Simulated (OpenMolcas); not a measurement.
**How methods differ on BGeH5 (SMILES [BH2][GeH3])**

BGeH5 has 7 atoms, charge 0, and is taken as a singlet. SMILES: `[BH2][GeH3]`. The coordinates come from a PBE0-D4/def2-TZVP relaxation.

Quantity: the electronic atomisation energy, in eV. The values are calculated. Electronic energies at fixed atoms, without zero-point motion or spin-orbit coupling.

```tsv
level	kind	program	value (eV)	CPU time (all runs)
HF/aug-cc-pVDZ	Hartree–Fock	OpenMolcas	15.37	29 s
SVWN5/aug-cc-pVDZ	LDA	OpenMolcas	21.89	57 s
BLYP/aug-cc-pVDZ	GGA	OpenMolcas	19.24	81 s
revPBE/aug-cc-pVDZ	GGA	OpenMolcas	19.00	72 s
M06-L/aug-cc-pVDZ	meta-GGA	OpenMolcas	19.99	2.2 min
r2SCAN/aug-cc-pVDZ	meta-GGA	OpenMolcas	19.86	1.8 min
BHLYP/aug-cc-pVDZ	global hybrid	OpenMolcas	19.56	61 s
M06-2X/aug-cc-pVDZ	hybrid meta-GGA	OpenMolcas	19.34	97 s
```

All-electron rows without a relativistic Hamiltonian named are non-relativistic. The values span 15.37 to 21.89 eV. CPU times are rough (shared hosts, several kinds of processor): they show what a rung costs within a factor of a few.
